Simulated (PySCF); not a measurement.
Gas-phase XPS of trifluoromethanesulfonyl chloride, computed

Species: trifluoromethanesulfonyl chloride, CClF3O2S.
Z-matrix (Å and degrees, GFN2-xTB geometry), rows numbered from 1:
```
O 
S   1  1.4170
O   2  1.4170  1  120.82
Cl  2  2.0055  1  109.15  3  -127.68
C   2  1.8741  1  107.80  3   124.43
F   5  1.3184  2  107.72  1   -66.13
F   5  1.3185  2  109.54  1    53.56
F   5  1.3186  2  109.55  1   174.18
```

Level of theory: PySCF, delta-SCF UKS SCAN, pcX-2 on the ionised atom, pcseg-1 elsewhere, spin-free X2C. These are vertical core ionisation energies against the vacuum level, from separate self-consistent calculations with and without the core hole.

Question: List the computed XPS lines with their assignment.

Answer: 
```csv
atom(s),bonded to,level,binding energy (eV),2p1/2 (eV),count
O1/O3,S (double bond),O 1s,539.40,–,2
S2,"2 O (double bond), Cl and C",S 2p3/2,175.77,177.01,1
S2,"2 O (double bond), Cl and C",S 1s,2484.65,–,1
Cl4,S,Cl 2p3/2,207.47,209.12,1
Cl4,S,Cl 1s,2830.04,–,1
C5,3 F and S,C 1s,299.57,–,1
F6/F7/F8,C,F 1s,695.47,–,3
```

Question: Which effective nuclear charge Zeff reproduces each element's mean 1s value in the hydrogen-like formula E = 13.606 eV × Zeff²?

Answer: C (Z = 6): mean 299.6 eV, Zeff = 4.69, Z − Zeff = 1.31; O (Z = 8): mean 539.4 eV, Zeff = 6.30, Z − Zeff = 1.70; F (Z = 9): mean 695.5 eV, Zeff = 7.15, Z − Zeff = 1.85; S (Z = 16): mean 2484.7 eV, Zeff = 13.51, Z − Zeff = 2.49; Cl (Z = 17): mean 2830.0 eV, Zeff = 14.42, Z − Zeff = 2.58. Means run over the listed sites, weighted by atom count.

Question: Which photon energy gives electrons from S 1s of S2 a kinetic energy of 50 eV, and what is their de Broglie wavelength?

Answer: hν = 2484.65 + 50 = 2534.65 eV, recoil neglected; λ = 12.264 Å/√(E/eV) = 1.73 Å.

One atom of each set of topologically equivalent atoms was ionised and stands for the set; in this conformer not all members are related by symmetry, and their own values weren't computed. For 2p shells one spin-free hole was relaxed; a mean-field spin–orbit operator and the ground-state splitting of the three 2p orbitals were then diagonalised within the shell. The shell's mean is (2 × 2p3/2 + 2p1/2)/3, and the degeneracies 2j + 1 give areas of 2:1. 2p1/2 minus 2p3/2 (ligand field included): S 1.23 eV, Cl 1.65 eV. Isolated species at its GFN2-xTB geometry, gas phase.

Time: 37 s of wall time; peak memory 0.61 GiB. Hardware: one thread of an Arm Neoverse V2, no GPU (shared host).
